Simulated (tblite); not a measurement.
C₆H₁₀OSi (charge +1 and doublet state).
Atom-mapped SMILES: `[CH3:1][CH2:2][C+:3]1[CH:4][O:5][C:6]([SiH3:7])=[CH:8]1` (hydrogens: H9, H10, H11 on C1; H12, H13 on C2; H14 on C4; H15, H16, H17 on Si7; H18 on C8)
Bond orders are those of one Lewis drawing.

Computed with GFN2-xTB (tblite), gas phase: L-BFGS steps from a force-field or distance-geometry start until the largest atomic force falls under 0.01 eV/Å.

The end geometry, which sets the zero of energy:
```
atom  x, y, z in Å
C1     -2.6401    0.8009    0.0992
C2     -2.0306   -0.5509   -0.2029
C3     -0.5653   -0.5549   -0.3510
C4      0.2251   -1.6899   -0.6470
O5      1.4937   -1.3770   -0.7071
C6      1.6172   -0.0350   -0.4572
Si7     3.3808    0.6610   -0.4689
C8      0.3582    0.4925   -0.2389
H9     -2.2458    1.2077    1.0296
H10    -2.4167    1.5144   -0.6929
H11    -3.7187    0.7139    0.1921
H12    -2.3040   -1.2718    0.5811
H13    -2.4771   -0.9731   -1.1146
H14    -0.0617   -2.7130   -0.8195
H15     3.2630    2.0707   -0.1244
H16     4.0989   -0.1831    0.4950
H17     3.8649    0.3744   -1.8269
H18     0.1494    1.5195   -0.0221
```

**Question.** These geometries come from the run, each turned onto the end geometry. Order them by energy, lowest first.
A.
```
atom  x, y, z in Å
C1     -2.4631    0.8483    0.0097
C2     -2.0207   -0.5926   -0.1662
C3     -0.5767   -0.6850   -0.1591
C4      0.1381   -1.8049   -0.5941
O5      1.4159   -1.5624   -0.7311
C6      1.5921   -0.2388   -0.4495
Si7     3.2480    0.7431   -0.4648
C8      0.3705    0.3245   -0.0781
H9     -1.7541    1.3694    0.6364
H10    -2.4975    1.3252   -0.9614
H11    -3.4339    0.8942    0.4668
H12    -2.4137   -1.2488    0.6144
H13    -2.4279   -1.0033   -1.1118
H14    -0.3398   -2.5929   -1.1280
H15     2.9821    2.1436   -0.1327
H16     4.0543    0.0866    0.5553
H17     3.8441    0.6513   -1.7846
H18     0.2735    1.3489    0.2026
```
B.
```
atom  x, y, z in Å
C1     -2.5798    0.8483    0.0384
C2     -2.0225   -0.5451   -0.1804
C3     -0.5621   -0.6145   -0.3378
C4      0.1985   -1.7310   -0.7470
O5      1.4752   -1.4371   -0.7910
C6      1.6321   -0.1329   -0.4051
Si7     3.3292    0.6956   -0.4523
C8      0.3877    0.3869   -0.1226
H9     -2.0441    1.3923    0.8173
H10    -2.5102    1.4433   -0.8728
H11    -3.6304    0.7644    0.3010
H12    -2.2852   -1.1691    0.6889
H13    -2.5280   -1.0293   -1.0288
H14    -0.1220   -2.7268   -1.0024
H15     3.0543    2.0872   -0.1001
H16     4.1608   -0.0364    0.5162
H17     3.8592    0.4313   -1.7961
H18     0.1785    1.3793    0.1981
```
C.
```
atom  x, y, z in Å
C1     -2.4969    0.8505    0.0205
C2     -2.0349   -0.5787   -0.1529
C3     -0.5667   -0.6588   -0.2446
C4      0.1472   -1.7795   -0.7207
O5      1.4372   -1.5243   -0.7470
C6      1.6336   -0.2118   -0.3817
Si7     3.2728    0.7408   -0.4736
C8      0.4150    0.3290   -0.0421
H9     -1.7949    1.3922    0.6496
H10    -2.5120    1.3551   -0.9493
H11    -3.4886    0.9108    0.4547
H12    -2.4337   -1.2493    0.6310
H13    -2.4342   -1.0104   -1.0787
H14    -0.2680   -2.7191   -1.0661
H15     2.9429    2.1231   -0.1321
H16     4.0613    0.0570    0.5678
H17     3.8480    0.6233   -1.8154
H18     0.2631    1.3565    0.2041
```
D.
```
atom  x, y, z in Å
C1     -2.6440    0.8137    0.0478
C2     -2.0289   -0.5562   -0.1500
C3     -0.5686   -0.5620   -0.3483
C4      0.2030   -1.6813   -0.7383
O5      1.4765   -1.3809   -0.7851
C6      1.6241   -0.0673   -0.4262
Si7     3.3779    0.6571   -0.4406
C8      0.3721    0.4612   -0.1760
H9     -2.2201    1.3127    0.9173
H10    -2.4610    1.4467   -0.8199
H11    -3.7164    0.7319    0.1982
H12    -2.2564   -1.1910    0.7212
H13    -2.5070   -1.0774   -0.9910
H14    -0.0994   -2.6787   -1.0145
H15     3.2149    2.0665   -0.1076
H16     4.1911   -0.1072    0.5142
H17     3.8541    0.3495   -1.7986
H18     0.1794    1.4690    0.1208
```
E.
```
atom  x, y, z in Å
C1     -2.6508    0.8027    0.0561
C2     -2.0217   -0.5594   -0.1449
C3     -0.5617   -0.5523   -0.3340
C4      0.2159   -1.6669   -0.7250
O5      1.4833   -1.3526   -0.8018
C6      1.6184   -0.0323   -0.4597
Si7     3.3841    0.6559   -0.4575
C8      0.3676    0.4837   -0.1791
H9     -2.2659    1.2905    0.9508
H10    -2.4360    1.4536   -0.7903
H11    -3.7285    0.7085    0.1543
H12    -2.2587   -1.2061    0.7131
H13    -2.4789   -1.0740   -1.0008
H14    -0.0829   -2.6740   -0.9628
H15     3.2755    2.0674   -0.1166
H16     4.1058   -0.1702    0.5198
H17     3.8560    0.3389   -1.8133
H18     0.1697    1.4930    0.1151
```

**Answer.** E (0.004 eV), D (0.012 eV), B (0.048 eV), C (0.216 eV), A (0.475 eV).

In the order of the answer:

```json
{"step": "50", "E above end (eV)": "0.004", "largest force (eV/Å)": "0.03", "rms force component (eV/Å)": "0.010", "rms distance from end (Å)": "0.090", "rms bond change (Å)": "0.001", "bond most changed (Å)": "C2–H13 -0.001"}
{"step": "33", "E above end (eV)": "0.012", "largest force (eV/Å)": "0.09", "rms force component (eV/Å)": "0.029", "rms distance from end (Å)": "0.109", "rms bond change (Å)": "0.001", "bond most changed (Å)": "C2–H12 +0.002"}
{"step": "24", "E above end (eV)": "0.048", "largest force (eV/Å)": "0.27", "rms force component (eV/Å)": "0.073", "rms distance from end (Å)": "0.164", "rms bond change (Å)": "0.003", "bond most changed (Å)": "C6–Si7 -0.007"}
{"step": "7", "E above end (eV)": "0.216", "largest force (eV/Å)": "0.52", "rms force component (eV/Å)": "0.150", "rms distance from end (Å)": "0.271", "rms bond change (Å)": "0.005", "bond most changed (Å)": "C4–H14 +0.007"}
{"step": "3", "E above end (eV)": "0.475", "largest force (eV/Å)": "0.96", "rms force component (eV/Å)": "0.308", "rms distance from end (Å)": "0.294", "rms bond change (Å)": "0.014", "bond most changed (Å)": "C6–Si7 +0.029"}
```

The cost below is that of the whole relaxation. The run took 1.6 s on one thread of an Intel Xeon Platinum 8375C at 2.90 GHz, no GPU, shared host.
